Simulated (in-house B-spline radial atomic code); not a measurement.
**RPA and G0W0 on Hartree-Fock: I⁻**

Configuration [Kr] 4d10 5s2 5p6, mean-field start Hartree-Fock. Computed with an all-electron radial atomic-structure program (B-spline basis): all electrons, scalar-relativistic (spin-free one-electron X2C), finite nucleus, each spin shell either full or empty, empty states to l = 9 with an (l + 1/2)⁻⁴ tail; G0W0 by contour deformation at full frequency.

The anion's configuration is assumed.

Spin-orbit coupling, left out, splits p levels strongly here.

Command:
```bash
python run_gw.py task.json out
```
Settings (radii: box in bohr, nucleus in fm):
```
Z                        53
electrons                54
configuration            [Kr] 4d10 5s2 5p6
hamiltonian              x2c
method                   hf
lmax                     9
rms_radius               4.75
spin_polarised           False
box_radius               60
intervals                74
```

Cost of the run: 6.2 s on 1 thread of Arm Neoverse N1, with other jobs on the host.

Energies (hartree):

| term | value |
| --- | --- |
| mean-field total | -7112.84391 |
| Hartree-Fock functional on these orbitals | -7112.84391 |
| direct second order | -4.2967 |
| second-order exchange | 1.1836 |
| SOSEX correction | 1.1154 |

(1) What is the RPA correlation energy, and what remains with SOSEX?

Quasi-particle levels (eV):

```tsv
level	occupied	mean field	Σx - vxc	Σc	QP weight	G0W0
5p	yes	-3.431	0.00	?	?	?
```

G0W0 = mean field + (Σx - vxc) + Σc, with Σc (partial-wave tail included) taken at the quasi-particle energy. Only the outer levels were computed. Levels of low weight are left out.

(2) Where does G0W0 put 5p?

Answers

(1) RPA gives -3.8418 hartree (-1.94 eV per electron); RPA + SOSEX gives -2.7264, and the second-order doubles (MP2) -3.1131 hartree. RPA lacks exchange-type terms and so overcorrelates at short range.

(2) At -3.823 eV, with Σc = -0.39 eV and a quasi-particle weight of 0.917. The tabulated removal energy is 3.059 eV (electron affinity of the neutral atom); the calculation leaves out spin-orbit coupling, Breit and QED terms, and what these don't explain is the method's own error.
